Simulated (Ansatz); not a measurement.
Problem. Name a neutral molecule of C, N, P, S, Si and H with LUMO energy (PBE0/def2-TZVPP) between -0.15 and 0.15 eV and HOMO–LUMO gap (B3LYP/def2-TZVPP) between 6.40 and 6.70 eV (Ansatz, PBE0-D4/def2-TZVP geometry).

Solution. `CN[SiH](P)S` (0.08 eV, 6.56 eV). Other molecules can fit too; these were computed, each in one conformer that needn't be the lowest.

B3LYP here is the variant with VWN-RPA as its local correlation; programs differ in this.
